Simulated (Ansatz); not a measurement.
Isolated molecules relaxed with PBE0-D4/def2-TZVP in Ansatz; ΔE leaves out vibrations. CCSD(T)/CBS adds triple-zeta CCSD(T) − MP2 to the extrapolated MP2 energy (def2 sets, frozen cores). This one scheme is used for every species. DFT in def2-TZVPP. Each species was taken in one conformer, which may not be the lowest.

Reaction (ligand exchange at a B–S bond): `BSBS` + HCl → `SBCl` + `BS`

```
             level  ΔE (kJ/mol)  difference from CCSD(T)/CBS
       LDA (SPW92)        -30.7                         -3.5
         revPBE-D4        -28.0                         -0.8
         r2SCAN-D4        -31.9                         -4.7
          BHLYP-D4        -31.1                         -3.9
      CAM-B3LYP-D4        -32.8                         -5.6
               PBE        -32.8                         -5.6
            revPBE        -34.0                         -6.8
           r2SCANh        -32.4                         -5.2
SCS-MP2/def2-TZVPP        -29.2                         -2.0
   CCSD/def2-TZVPP        -29.9                         -2.7
       CCSD(T)/CBS        -27.2                            0
```

(1) What do rigid-rotor, harmonic-oscillator terms from PBE0-D4/def2-TZVP frequencies (298.15 K, 1 bar) make of the CCSD(T)/CBS value? (Best estimate.)

Largest T1 diagnostic among the species: 0.015.

## Answers

(1) Computed: ΔZPE = +3.8 kJ/mol, ΔH = -26.1 kJ/mol, ΔS = 19 J/(mol·K), ΔG = -31.6 kJ/mol.

In def2-TZVPP, CCSD(T) changes the Hartree–Fock value by +7.7 kJ/mol (the triples alone add +1.2 kJ/mol) and MP2 by +9.5 kJ/mol. The D4 term adds +4.6 kJ/mol with B3LYP and +2.6 kJ/mol with PBE0; it sums over pairs of atoms, weighted by their polarisabilities, and B3LYP, whose exchange is more repulsive, gets the larger term. At CCSD(T), def2-SVP lies −12.2 kJ/mol from the extrapolated value and def2-TZVPP −1.5 kJ/mol.

B3LYP here is the variant with VWN-RPA as its local correlation; programs differ in this.
